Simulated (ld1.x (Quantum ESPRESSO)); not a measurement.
# arsenic, TM: configuration errors across variants

```
Element                 : arsenic (As)
Generator               : ld1.x (Quantum ESPRESSO) 7.5
Type                    : norm-conserving Troullier–Martins (Kleinman–Bylander form)
Functional              : LDA (PZ)
Relativity              : scalar-relativistic
Frozen core             : [Ar] 3d10
Valence charge          : 5
Reference configuration : 4s2 4p3
Partial waves           : 4p (bound): rc 1.90 bohr; 4d channel at 0.45 Ry: rc 1.90 bohr; 4s (bound): rc 1.70 bohr
Local potential         : the s channel
Core correction         : none
```

All-electron excitation energies from the reference (eV): (1) 4s2 4p2 9.325; (2) 4s2 4p1 27.488; (3) 4s2 4p0 55.528; (4) 4s1 4p3 19.487; (5) 4s1 4p4 9.483; (6) 4s2 4p2.5 3.637; (7) 4s0 4p5 19.206; (8) 4s2 4p3 spin -1.324; (9) 4s2 4p2 spin 8.597.

Spin tests fill each open shell by Hund’s rule, majority spin first.

3 further variants failed, have other tests or another functional or relativity, and are left out.

A true bound ghost makes a file unfit for plane-wave use even where its test errors are small: the radial tests pick states by their node count and pass the ghost by.

Errors AE − PS in meV (a dash: test not solved or not reliable):

```csv
change,(1),(2),(3),(4),(5),(6),(7),(8),(9),bound ghosts
base,+1.5,+20,+103,+11,+6.2,-0.1,+30,+175,+119,d
"all radii scaled by about 1.24 (s 2.10, p 2.36, d 2.36 bohr)",-4.0,+6.8,+126,-18,-1.7,-1.4,-3.5,+175,+113,p
wave 4d channel at 0.45 Ry: rc 1.90 bohr becomes 4d channel at 0.45 Ry: rc 2.94 bohr,+1.5,+20,+103,+11,+6.2,-0.1,+30,+175,+119,none
wave 4d channel at 0.45 Ry: rc 1.90 bohr becomes 4d channel at 2.82 Ry: rc 1.90 bohr,+1.5,+20,+103,+11,+6.2,-0.1,+30,+175,+119,none
local potential all-electron potential smoothed inside 1.40 bohr (lloc = -1),+5.4,+43,+171,+21,+7.6,+0.7,+34,+176,+123,none
core correction a·sin(br)/r model core inside 0.90 bohr,-4.1,-25,-85,-21,-9.0,-1.0,-36,+0.3,-4.1,d
wave 4p (bound): rc 1.90 bohr becomes 4p (bound): rc 2.94 bohr,-1.8,-7.1,-0.4,+20,+14,-0.6,+58,+168,+112,"d, p"
```

(1) Give the same row for: local potential all-electron potential smoothed inside 1.30 bohr (lloc = -1).

Results:

(1) +26, +334, –, +75, +10, +2.8, +35, –, +117; bound ghosts: none. Not counted: 4s2 4p0 (solver errors, printed error -26.1 eV).
